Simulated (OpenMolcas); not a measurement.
Pt3+ (d7) among equal point charges was computed by CASSCF with the d shell active (OpenMolcas, ANO-RCC-VDZP on the metal). Its lowest spin-free states, and all those of the highest spin:

```tsv
2S+1	Degeneracy	E (cm-1)
4	1	0.0
4	3	5861
4	3	9703
2	3	15916
2	2	17058
2	1	18602
4	3	19611
2	3	20490
2	3	22539
2	3	23266
2	2	23797
2	3	26161
```

Problem. Is the site octahedral, tetrahedral or cube-like, axial, or of lower symmetry?

Solution. The states with 2S+1 = 4 have orbital degeneracies 1, 3, 3, 3. Threefold states need a cubic site. For d7 at this spin an octahedron puts the threefold T1 below the threefold T2 and a tetrahedron or cube puts the single A2 below the threefold T2, so the site is a tetrahedron or a cube, which this pattern cannot tell apart. The first gap at this spin, 5860 cm-1, is |10Dq| in ligand-field theory. The run had Pt3+ among 4 point charges of -2.5 e arranged as a tetrahedron (Td), 1.75 Å from the ion.

Spin-orbit coupling mixes the spin-free states strongly: the lowest level takes only 60 % from its leading state, 4A2. Without dynamic correlation the repulsion within the d shell is too large (B by tens of per cent), so at a given field states of lower spin stand too high. Point charges carry no covalency, so the field is a model and not that of real ligands. No measured value stands beside these numbers.
